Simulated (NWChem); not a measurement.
Species: C6H7, doublet; SMILES C1C[CH]C=CC=1

```xyz
13

C     -1.2486     0.6288     0.0000
C     -1.2262    -0.7379     0.0000
C     -0.0045    -1.4569     0.0000
C      1.2217    -0.7455     0.0000
C      1.2524     0.6211     0.0000
C      0.0045     1.4428     0.0000
H     -2.2044     1.1607     0.0000
H     -2.1702    -1.2903     0.0000
H     -0.0078    -2.5484     0.0000
H      2.1623    -1.3037     0.0000
H      2.2116     1.1471     0.0000
H      0.0066     2.1381     0.8684
H      0.0066     2.1381    -0.8684
```
Atoms are numbered in this order, from 1.

Level: PBE0/def2-SVP, spin-unrestricted (NWChem), optimised geometry, unscaled harmonic frequencies. In the optimisation the excess spin sits in a" (Cs, its own frame).

Q: List the harmonic frequencies with IR intensities, and the thermochemistry.

A: 
| frequency (cm⁻¹) | IR intensity (km/mol) |
|---|---|
| 179 | 0.7 |
| 387 | 0.0 |
| 531 | 11.7 |
| 565 | 0.1 |
| 592 | 1.0 |
| 641 | 73.8 |
| 734 | 0.0 |
| 788 | 0.0 |
| 898 | 3.7 |
| 925 | 6.3 |
| 979 | 9.0 |
| 982 | 0.0 |
| 987 | 0.3 |
| 988 | 0.5 |
| 1006 | 4.7 |
| 1116 | 0.0 |
| 1155 | 0.1 |
| 1165 | 0.0 |
| 1186 | 0.0 |
| 1343 | 3.4 |
| 1354 | 2.9 |
| 1399 | 11.1 |
| 1430 | 2.2 |
| 1450 | 3.0 |
| 1564 | 1.7 |
| 1642 | 0.4 |
| 2958 | 33.7 |
| 2966 | 13.8 |
| 3192 | 4.7 |
| 3194 | 0.3 |
| 3210 | 1.3 |
| 3211 | 29.5 |
| 3232 | 7.6 |

```
Item                                                                                                  Value
-----------------------------------------------------------------------------------------  ----------------
zero-point energy                                                                             68.5 kcal/mol
thermal correction to the enthalpy at 298.15 K (with zero-point energy)                       72.3 kcal/mol
heat capacity Cv                                                                           19.6 cal/(mol K)
entropy at 298.15 K and 1 atm (symmetry number 2, electronic part: spin degeneracy alone)  71.7 cal/(mol K)
dipole moment                                                                                        0.53 D
```

Rigid rotor and harmonic oscillator.
